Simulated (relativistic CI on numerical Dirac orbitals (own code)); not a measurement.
Calculated at this level of theory: Dirac-Coulomb-Breit CI, separate exchange-only KLI orbitals for each configuration, a model potential for QED, unscaled Slater integrals (own radial code, finite nucleus).

The strongest absorption lines from the ground level of an ion, among the configurations computed and to levels below about 172 eV (vacuum wavelength in Å, gf): 76.333 (0.42), 80.118 (0.4), 81.002 (0.46), 123.66 (0.31), 124.15 (8.1), 125.55 (1.2), 128.38 (12), 128.54 (3.5).

(1) Which ion is it?
A. Sn¹³⁺
B. Sn¹⁵⁺
C. Xe¹⁷⁺
D. Pd⁹⁺

## Answers

(1) A. Sn¹³⁺ has 37 electrons and the ground level 4s²4p⁶4d ²D3/2; the strongest line goes to 4s²4p⁵4d² ²F°5/2. The pattern of lines fixes the number of electrons, and along that sequence the line energies rise steadily with the charge (about as its square where n changes within one kind of shell, about linearly where n is kept but much faster in heavy ions where fine structure, which grows about as Z⁴, sets the gap, and irregularly where shells cross), which fixes Z. Configurations outside the model, such as inner-shell arrays, can give stronger lines. At this charge energies of transitions that change n are usually good to better than 1 %, and those within a shell (Δn = 0) to a few per cent.

LS names give the leading component of a level, which can be under half, so a name can repeat, a term be missing and a line seem to break the LS rules.
